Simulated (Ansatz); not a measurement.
Results of the Gaussian-basis code of Ansatz.

Basis-set series for CH$_{5}$BOSi, SMILES `B1OC[SiH2]1`. The species carries charge 0 and has multiplicity 1. All single points use the PBE0-D4/def2-TZVP geometry.

```
functional       basis  functions  energy (Eh)  HOMO (eV)  LUMO (eV)
   PBE0-D4    def2-SVP         85   -430.18494      -7.54      -0.97
   PBE0-D4  def2-QZVPP        391   -430.46387      -7.57      -1.14
   ωB97M-V    def2-SVP         85   -430.38162      -9.67       1.14
   ωB97M-V  def2-QZVPP        391   -430.66583      -9.72       0.76
```

Give the rows for def2-TZVPP. (Best estimate.)

The calculation gave: 
| functional | basis | functions | energy (Eh) | HOMO (eV) | LUMO (eV) |
| --- | --- | --- | --- | --- | --- |
| PBE0-D4 | def2-TZVPP | 205 | -430.44607 | -7.56 | -1.10 |
| ωB97M-V | def2-TZVPP | 205 | -430.64917 | -9.71 | 0.87 |

Positive LUMOs are unbound and depend on the basis.
